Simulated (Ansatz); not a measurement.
A nudged elastic band was laid between two geometries of C3H10AlN (15 atoms, charge 0, multiplicity 1).

The calculation used RKS B3LYP/def2-SVP (Ansatz 0.2.0).

* movable images: 9
* climbing image: yes
* spring: 5.0 eV/Å²
* optimiser: quadratic models (default)
* start path: IDPP
* force threshold: 0.03 eV/Å
* iteration limit: 60
* end points: relaxed

Initial state:

```xyz
15
Properties=species:S:1:pos:R:3
C -1.568 0.707 0.962
C -0.068 1.010 0.918
C 0.812 -0.252 0.797
Al 0.574 -1.353 -0.828
N 0.972 -0.673 -2.426
H -2.169 1.626 1.061
H -1.819 0.051 1.812
H -1.908 0.194 0.044
H 0.204 1.576 1.828
H 0.138 1.694 0.075
H 1.879 0.041 0.845
H 0.652 -0.898 1.681
H 0.077 -2.861 -0.828
H 1.324 0.263 -2.609
H 0.877 -1.177 -3.303
```

Final state:

```xyz
15
Properties=species:S:1:pos:R:3
C -1.622 0.663 0.964
C -0.137 1.035 0.916
C 0.802 -0.183 0.778
Al 0.550 -1.307 -0.830
N 1.167 -0.749 -2.405
H -2.263 1.552 1.079
H -1.838 -0.015 1.806
H -1.944 0.146 0.041
H 0.114 1.605 1.830
H 0.032 1.735 0.078
H 1.853 0.163 0.793
H 0.695 -0.829 1.670
H -0.160 -2.727 -0.835
H 1.660 0.122 -2.579
H 1.069 -1.263 -3.277
```

What changes between the two ends?

No bond is made or broken. The height of N5 over the plane of its neighbours goes from 0.00 to 0.00 Å.

Give the energies along the band, and the barrier.

It converged. The highest image is number 3 of 0 to 10, 0.0 kcal/mol above the ends, which have the same energy within 2 meV. The top lies less than 8 meV above the higher end, about what the thresholds resolve: that end is a shoulder or a very shallow well. A vibrational analysis at the climbing image gives no mode beyond 40i cm⁻¹: the surface is too flat there to confirm a saddle point.

| image | path coordinate (Å) | energy (kcal/mol) | height of N5 over the plane of its neighbours (Å) |
| --- | --- | --- | --- |
| 0 | 0.00 | 0.0 | 0.00 |
| 1 | 0.05 | 0.0 | 0.00 |
| 2 | 0.11 | 0.0 | 0.00 |
| 3 | 0.16 | 0.0 | 0.00 |
| 4 | 0.21 | 0.0 | 0.00 |
| 5 | 0.27 | 0.0 | 0.00 |
| 6 | 0.32 | 0.0 | 0.00 |
| 7 | 0.38 | 0.0 | 0.00 |
| 8 | 0.44 | 0.0 | 0.00 |
| 9 | 0.50 | 0.0 | 0.00 |
| 10 | 0.56 | 0.0 | 0.00 |

What is the geometry of the highest image?


```xyz
15
Properties=species:S:1:pos:R:3
C -1.584 0.695 0.962
C -0.088 1.017 0.917
C 0.810 -0.232 0.792
Al 0.568 -1.341 -0.827
N 1.031 -0.694 -2.420
H -2.197 1.605 1.066
H -1.825 0.031 1.809
H -1.919 0.181 0.042
H 0.178 1.585 1.828
H 0.107 1.705 0.075
H 1.872 0.077 0.831
H 0.664 -0.878 1.678
H 0.005 -2.826 -0.826
H 1.420 0.226 -2.602
H 0.934 -1.200 -3.296
```

The run took 100 s on 2 threads of Arm Neoverse V1, on a shared host, peak memory 0.3 GiB.
